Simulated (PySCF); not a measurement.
From one molecule to another.

First species: C₃H₁₁P₂ (charge +1).
SMILES with atom numbers: `[CH3:1][P+:2]([CH3:3])([CH3:4])[PH2:5]` (hydrogens: H6, H7, H8 on C1; H9, H10, H11 on C3; H12, H13, H14 on C4; H15, H16 on P5)

Second species: C5H8N2Si.
Atom-mapped SMILES: `[CH3:1][c:2]1[cH:3][n:4][n:5][cH:6][c:7]1[SiH3:8]` (hydrogens: H9, H10, H11 on C1; H12 on C3; H13 on C6; H14, H15, H16 on Si8)

Levels: PBE0/def2-SVPD for HOMO energy, LUMO energy, HOMO–LUMO gap, static isotropic polarisability and electronic spatial extent ⟨r²⟩ about the centre of nuclear charge; TDDFT PBE0/def2-SVPD for lowest singlet excitation; TDA PBE0/def2-SVPD for lowest triplet excitation (Tamm–Dancoff); GFN2-xTB for rotational constant A and rotational constant C. Geometries: GFN2-xTB. Each structure is a single optimised conformer of the isolated species, non-relativistic unless stated; the electronic structure was computed with PySCF and density fitting.

The conformers computed, where there is a choice (atom-mapped SMILES and torsion angles):
- `[CH3:1][P+:2]([CH3:3])([CH3:4])[PH2:5]`: H–P5–P2–C1 46°, H–P5–P2–C1 -47°

Values for the first species:

* HOMO energy: -12.82 eV
* LUMO energy: -4.86 eV
* HOMO–LUMO gap: 7.96 eV
* Lowest singlet excitation: 6.85 eV
* Lowest triplet excitation (Tamm–Dancoff): 5.36 eV
* Static isotropic polarisability: 80.6 au
* Electronic spatial extent ⟨r²⟩ about the centre of nuclear charge: 765 bohr²
* Rotational constant A: 3.374 GHz
* Rotational constant C: 2.090 GHz

**Question.** Estimate the same properties for the second species, and the change in each.

**Answer.** 
```
                                                         property      first      second  second less first
                                                      HOMO energy  -12.82 eV    -6.52 eV           +6.30 eV
                                                      LUMO energy   -4.86 eV    -1.64 eV           +3.22 eV
                                                    HOMO–LUMO gap    7.96 eV     4.88 eV           -3.08 eV
                                        lowest singlet excitation    6.85 eV     3.25 eV           -3.60 eV
                         lowest triplet excitation (Tamm–Dancoff)    5.36 eV     2.53 eV           -2.83 eV
                                  static isotropic polarisability    80.6 au     96.0 au           +15.4 au
electronic spatial extent ⟨r²⟩ about the centre of nuclear charge  765 bohr²  1164 bohr²         +399 bohr²
                                            rotational constant A  3.374 GHz   2.881 GHz         -0.493 GHz
                                            rotational constant C  2.090 GHz   0.994 GHz         -1.096 GHz
```

On the first: The principal polarisabilities are 76.0, 76.2 and 89.7 au; their mean is the isotropic value. S1 lies 1.11 eV below the HOMO–LUMO gap; its leading configuration is HOMO→LUMO, weight 0.91.

On the second: The principal polarisabilities are 65.2, 105.3 and 117.4 au; their mean is the isotropic value. The polarisability is 14.22 Å³ as a volume (1 au = 0.148185 Å³), or 1.45 au for each of the 66 electrons.
